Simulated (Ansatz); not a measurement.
Born–Oppenheimer molecular dynamics of BrFH6O2W (11 atoms, charge 0, multiplicity 1). It starts at the highest image of a converged band. Of that band: The profile has 2 maxima (images 2, 4) with wells between them (image 3): this band takes more than one step, which may be the mechanism or a detour left from its start path. A vibrational analysis at the climbing image gives one clearly imaginary mode, 543i cm⁻¹: a first-order saddle point.

Computed with RKS BLYP-D4/def2-SVP in Ansatz 0.2.0.

```yaml
ensemble: NVE (velocity Verlet)
time_step: 0.5 fs
steps_asked: 200
starting_velocities_drawn_for: 100 K
seed: 5766
```

Frames 0.5 fs apart, positions in Å.

Velocities at 55 fs (Å/ps):

```
W 0.43 1.31 -0.34
F -0.66 -1.40 7.53
O 2.70 -0.52 1.73
H 2.33 -3.35 -4.41
H -3.68 1.90 7.67
H 2.37 -3.24 -8.24
H 4.42 2.40 -1.69
O -2.61 -0.89 -0.56
H 14.00 -16.72 1.75
Br -1.17 -2.12 -1.23
H 5.83 -3.84 3.90
```

```xyz
11
Properties=species:S:1:pos:R:3 time_fs=55 energy_less_start_eV=-0.047 T=140
W 0.353 0.211 -0.184
F 0.299 -0.035 2.208
O 2.103 -0.582 0.199
H 2.102 -1.556 0.091
H -0.773 1.434 0.397
H -1.315 -0.089 0.171
H -0.042 -1.453 -0.031
O 0.116 0.425 -1.964
H 0.292 0.384 -2.913
Br 1.724 2.287 1.193
H 0.907 0.709 2.323
11
Properties=species:S:1:pos:R:3 time_fs=55.5 energy_less_start_eV=-0.048 T=142
W 0.353 0.211 -0.184
F 0.299 -0.036 2.212
O 2.105 -0.582 0.200
H 2.103 -1.558 0.089
H -0.775 1.434 0.401
H -1.314 -0.090 0.167
H -0.040 -1.451 -0.032
O 0.114 0.425 -1.965
H 0.299 0.376 -2.913
Br 1.723 2.286 1.193
H 0.911 0.707 2.325
11
Properties=species:S:1:pos:R:3 time_fs=56 energy_less_start_eV=-0.052 T=145
W 0.354 0.212 -0.185
F 0.298 -0.037 2.216
O 2.106 -0.583 0.201
H 2.104 -1.559 0.087
H -0.775 1.434 0.404
H -1.311 -0.092 0.163
H -0.037 -1.449 -0.033
O 0.113 0.424 -1.965
H 0.307 0.368 -2.913
Br 1.723 2.284 1.192
H 0.915 0.708 2.327
11
Properties=species:S:1:pos:R:3 time_fs=56.5 energy_less_start_eV=-0.057 T=149
W 0.354 0.213 -0.185
F 0.298 -0.038 2.220
O 2.108 -0.583 0.202
H 2.106 -1.560 0.086
H -0.774 1.432 0.407
H -1.308 -0.093 0.159
H -0.035 -1.447 -0.034
O 0.112 0.424 -1.965
H 0.314 0.359 -2.914
Br 1.722 2.283 1.191
H 0.920 0.709 2.329
11
Properties=species:S:1:pos:R:3 time_fs=57 energy_less_start_eV=-0.062 T=154
W 0.354 0.213 -0.185
F 0.297 -0.039 2.223
O 2.109 -0.583 0.202
H 2.107 -1.560 0.086
H -0.773 1.429 0.410
H -1.304 -0.094 0.155
H -0.033 -1.444 -0.035
O 0.110 0.423 -1.966
H 0.322 0.351 -2.914
Br 1.721 2.282 1.191
H 0.925 0.712 2.332
11
Properties=species:S:1:pos:R:3 time_fs=57.5 energy_less_start_eV=-0.066 T=157
W 0.354 0.214 -0.185
F 0.297 -0.040 2.227
O 2.111 -0.583 0.203
H 2.108 -1.560 0.086
H -0.770 1.425 0.413
H -1.300 -0.095 0.151
H -0.031 -1.441 -0.036
O 0.109 0.423 -1.966
H 0.330 0.343 -2.915
Br 1.721 2.281 1.190
H 0.931 0.715 2.334
11
Properties=species:S:1:pos:R:3 time_fs=58 energy_less_start_eV=-0.069 T=160
W 0.354 0.215 -0.185
F 0.296 -0.041 2.230
O 2.112 -0.584 0.204
H 2.110 -1.559 0.087
H -0.767 1.420 0.416
H -1.295 -0.096 0.148
H -0.029 -1.438 -0.037
O 0.108 0.423 -1.967
H 0.339 0.334 -2.915
Br 1.720 2.280 1.189
H 0.936 0.718 2.337
11
Properties=species:S:1:pos:R:3 time_fs=58.5 energy_less_start_eV=-0.071 T=161
W 0.354 0.215 -0.185
F 0.296 -0.042 2.234
O 2.114 -0.584 0.204
H 2.111 -1.558 0.088
H -0.763 1.415 0.419
H -1.290 -0.096 0.144
H -0.028 -1.435 -0.037
O 0.106 0.422 -1.968
H 0.347 0.326 -2.915
Br 1.720 2.279 1.189
H 0.940 0.721 2.338
11
Properties=species:S:1:pos:R:3 time_fs=59 energy_less_start_eV=-0.072 T=162
W 0.355 0.216 -0.185
F 0.295 -0.043 2.237
O 2.115 -0.585 0.205
H 2.113 -1.557 0.090
H -0.758 1.408 0.421
H -1.285 -0.097 0.141
H -0.026 -1.431 -0.038
O 0.105 0.422 -1.968
H 0.355 0.318 -2.913
Br 1.719 2.278 1.188
H 0.944 0.724 2.340
11
Properties=species:S:1:pos:R:3 time_fs=59.5 energy_less_start_eV=-0.073 T=163
W 0.355 0.217 -0.185
F 0.295 -0.044 2.241
O 2.116 -0.585 0.206
H 2.115 -1.555 0.092
H -0.753 1.401 0.423
H -1.280 -0.098 0.139
H -0.024 -1.428 -0.039
O 0.104 0.422 -1.969
H 0.362 0.310 -2.911
Br 1.718 2.277 1.187
H 0.946 0.725 2.342
11
Properties=species:S:1:pos:R:3 time_fs=60 energy_less_start_eV=-0.074 T=164
W 0.355 0.218 -0.185
F 0.294 -0.045 2.244
O 2.118 -0.585 0.206
H 2.116 -1.554 0.095
H -0.747 1.393 0.426
H -1.275 -0.099 0.137
H -0.023 -1.425 -0.039
O 0.102 0.421 -1.970
H 0.370 0.303 -2.907
Br 1.718 2.275 1.186
H 0.947 0.726 2.343
11
Properties=species:S:1:pos:R:3 time_fs=60.5 energy_less_start_eV=-0.075 T=165
W 0.355 0.218 -0.185
F 0.294 -0.046 2.248
O 2.119 -0.585 0.207
H 2.118 -1.553 0.099
H -0.741 1.385 0.428
H -1.270 -0.099 0.135
H -0.022 -1.422 -0.040
O 0.101 0.421 -1.972
H 0.378 0.295 -2.903
Br 1.717 2.274 1.186
H 0.947 0.726 2.343
```

Of the whole run (100 fs, mean temperature of the second half 163 K): The conserved energy stayed within 0.03 meV per atom of its start (net change -0.0036 meV per atom), so the integration is sound. The kinetic energy rose, since the run started high on the potential surface and went downhill. A run of 0.1 ps of so small a system gives no equilibrium averages. The orbitals stay closed-shell, which can raise the energy where a bond breaks towards radicals; this wasn't checked here.

The run took 7.4 min on 4 threads of Arm Neoverse V1 (shared host), peak memory 0.21 GiB.
